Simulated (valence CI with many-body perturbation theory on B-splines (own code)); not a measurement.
## Level structure of Ag15+

Level of theory: relativistic CI+MBPT: four valence electrons over a frozen Dirac-Fock core [Ar] 3d10, a basis of 9 s, 9 p, 8 d, 6 f, 3 g, 1 h functions for each j, with the one-electron correlation potential Σ1 (screened to all orders), the two-electron term Σ2, the three-electron term Σ3, Breit, model QED; selected single and double excitations, second order for the rest, scaled by the run's own slope (own B-spline code, finite nucleus).

No measured spectrum was set against this ion. As an estimate, levels hold to about 250 cm⁻¹ or 0.2 % of their energy and the worst to 1 %, as in measured heavy ions of charge 2 to 7; those with d or f electrons hold less well.

Levels 1 to 34 of 34, with energies above the lowest level, 4s2 4p2 3P_0. "Leading %" is the weight of the configuration and term that name the level; weights of strongly mixed levels are sums over their largest components and can fall short, so below about 35 % the name and the second component can differ from the true leading terms, or belong to a minority configuration. Lifetimes count E1, E2, E3, M1 and M2 decay at the calculated energies, and are blank where another channel may lead or the interval is too uncertain; long ones can be off by a factor of two.

| No. | Configuration | Term | J | E (cm⁻¹) | Leading % | Lifetime | Second component |
| --- | --- | --- | --- | --- | --- | --- | --- |
| 1 | 4s2 4p2 | 3P | 0 | 0 | 83 |  | 16 % 4s2 4p2 1S |
| 2 | 4s2 4p2 | 3P | 1 | 43346 | 98 | 809 μs |  |
| 3 | 4s2 4p2 | 3P | 2 | 57422 | 54 | 38.8 ms | 44 % 4s2 4p2 1D |
| 4 | 4s2 4p2 | 1D | 2 | 112620 | 54 | 268 μs | 44 % 4s2 4p2 3P |
| 5 | 4s2 4p2 | 1S | 0 | 150270 | 82 | 93.8 μs | 16 % 4s2 4p2 3P |
| 6 | 4s 4p3 | 5S° | 2 | 310000 | 84 | 1.55 ns | 12 % 4s 4p3 3P° |
| 7 | 4s 4p3 | 3D° | 1 | 369800 | 69 | 98.8 ps | 18 % 4s 4p3 3P° |
| 8 | 4s 4p3 | 3D° | 2 | 376990 | 68 | 188 ps | 16 % 4s 4p3 3P° |
| 9 | 4s 4p3 | 3D° | 3 | 393810 | 93 | 232 ps | 5 % 4s2 4p 4d 3D° |
| 10 | 4s 4p3 | 3P° | 0 | 426070 | 95 | 78.8 ps | 4 % 4s2 4p 4d 3P° |
| 11 | 4s 4p3 | 3P° | 1 | 432660 | 70 | 62.1 ps | 18 % 4s 4p3 3D° |
| 12 | 4s 4p3 | 3P° | 2 | 438510 | 38 | 62.6 ps | 28 % 4s 4p3 1D° |
| 13 | 4s 4p3 | 3S° | 1 | 483820 | 57 | 11.0 ps | 32 % 4s 4p3 1P° |
| 14 | 4s 4p3 | 1D° | 2 | 485180 | 48 | 51.9 ps | 28 % 4s 4p3 3P° |
| 15 | 4s 4p3 | 1P° | 1 | 546440 | 54 | 12.0 ps | 33 % 4s 4p3 3S° |
| 16 | 4s2 4p 4d | 3F° | 2 | 549780 | 88 | 80.3 ps | 4 % 4s 4p3 1D° |
| 17 | 4s2 4p 4d | 3F° | 3 | 572610 | 90 | 84.9 ps | 5 % 4s2 4p 4d 3D° |
| 18 | 4s2 4p 4d | 3P° | 2 | 596670 | 44 | 8.96 ps | 26 % 4s2 4p 4d 1D° |
| 19 | 4s2 4p 4d | 3D° | 1 | 607350 | 55 | 5.71 ps | 27 % 4s2 4p 4d 3P° |
| 20 | 4s2 4p 4d | 3F° | 4 | 611340 | 98 |  |  |
| 21 | 4s2 4p 4d | 1D° | 2 | 637490 | 42 | 7.37 ps | 28 % 4s2 4p 4d 3D° |
| 22 | 4s2 4p 4d | 3P° | 0 | 645990 | 94 | 8.20 ps | 4 % 4s 4p3 3P° |
| 23 | 4s2 4p 4d | 3P° | 1 | 651260 | 62 | 6.92 ps | 29 % 4s2 4p 4d 3D° |
| 24 | 4s2 4p 4d | 3D° | 3 | 652570 | 78 | 5.75 ps | 8 % 4s2 4p 4d 1F° |
| 25 | 4s2 4p 4d | 3D° | 2 | 658040 | 46 | 6.89 ps | 39 % 4s2 4p 4d 3P° |
| 26 | 4s2 4p 4d | 1F° | 3 | 697590 | 86 | 4.96 ps | 10 % 4s2 4p 4d 3D° |
| 27 | 4s2 4p 4d | 1P° | 1 | 707610 | 82 | 7.26 ps | 8 % 4s2 4p 4d 3D° |
| 28 | 4p4 | 3P | 2 | 737890 | 60 | 36.9 ps | 20 % 4p4 1D |
| 29 | 4p4 | 3P | 0 | 772040 | 54 | 29.1 ps | 27 % 4p4 1S |
| 30 | 4p4 | 3P | 1 | 788410 | 76 | 31.7 ps | 19 % 4s 4p2 4d 3P |
| 31 | 4p4 | 1D | 2 | 797400 | 57 | 46.3 ps | 19 % 4p4 3P |
| 32 | 4s 4p2 4d | 5F | 1 | 808890 | 83 | 297 ps | 6 % 4s 4p2 4d 3D |
| 33 | 4s 4p2 4d | 5F | 2 | 815450 | 73 | 222 ps | 16 % 4s 4p2 4d 5D |
| 34 | 4s 4p2 4d | 5F | 3 | 827940 | 64 | 172 ps | 26 % 4s 4p2 4d 5D |

Names give the largest LS component (configuration and term), which can be under half, so a name can repeat, a term be missing and a line seem to break the LS rules; names also repeat where a configuration has a term twice.

The ionisation energy to 4s2 4p 2P°_1/2 of the next ion comes out as 381.57 eV (NIST: 381 ± 3 eV (theoretical)). All 34 levels together are meant to be complete up to 829300 cm⁻¹.
